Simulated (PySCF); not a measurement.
C₂H₅I, SMILES CCI.

Geometry optimised at PBE0-D3(BJ)/def2-SVP. The def2 effective core potentials stand for the cores of I; spin–orbit coupling is left out.

Level of theory: B3LYP/def2-TZVPD (PySCF).

The molecule is in vacuum.

| Property | Value |
|---|---|
| total energy | -377.06379 hartree |
| point group | Cs |
| highest occupied level | -6.98 eV |
| lowest empty level | -1.15 eV |
| orbital gap | 5.83 eV |
| dipole moment | 2.03 D |
| quadrupole, principal values (traceless, Buckingham form, about the centre of nuclear charge) | -2.36, -2.19, 4.55 D·Å |
| mean static polarisability | 64.3 bohr³ (9.53 Å³) |
| polarisability, principal values | 55.1, 57.6, 80.3 bohr³ |
